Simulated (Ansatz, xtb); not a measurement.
**Relaxing a trial structure of AlBFH3MgO**

The starting geometry of this gas-phase singlet was built from a drawn formula by distance geometry and a force field; its bonds are those of `O[BH][AlH][Mg][F]`.

```yaml
atoms:
  - { symbol: Al, position_ang: [0.8927, -1.3303, 2.3398] }
  - { symbol: B, position_ang: [-1.0088, -1.6548, 1.5007] }
  - { symbol: F, position_ang: [2.2422, 3.0318, 3.2174] }
  - { symbol: Mg, position_ang: [1.6605, 1.1716, 2.8885] }
  - { symbol: O, position_ang: [-1.8401, -0.5177, 1.1715] }
  - { symbol: H, position_ang: [-1.5696, -0.2971, 0.2023] }
  - { symbol: H, position_ang: [-1.3118, -2.7612, 1.2613] }
  - { symbol: H, position_ang: [1.8083, -2.5332, 2.7136] }
```

Problem. Predict what becomes of its bonds when it is optimised with r2SCAN-D4/def2-SVP.

Solution. It keeps its bonds, and is `O[BH][AlH][Mg][F]`. Distances that change by over a tenth: F3–Mg4 (1.98 → 1.77 Å).

The energy falls by 1.54 eV over 30 steps:

```
step  E − E(last) (eV)
   1             1.542
   4             0.379
   7             0.107
  11             0.084
  14             0.083
  17             0.078
  20             0.047
  24             0.008
  27             0.000
  30             0.000
```

Final geometry (Å):

```xyz
8

Al    0.9880   -1.0678    2.2044
B    -0.9933   -1.4098    1.4631
F     2.4013    2.8474    3.8917
Mg    1.8703    1.2918    3.2324
O    -1.2976   -1.1013    0.1739
H    -2.2192   -1.2869   -0.0560
H    -1.8862   -1.8543    2.1777
H     2.0102   -2.3101    2.2078
```

From the same start GFN2-xTB ends elsewhere, differing in Al1–O5 (2.16 against 3.06 Å here).

The end wasn't checked by frequencies. Run with Ansatz 0.2.0, 2.3 min on 1 thread of Arm Neoverse V2, with other jobs on the host.
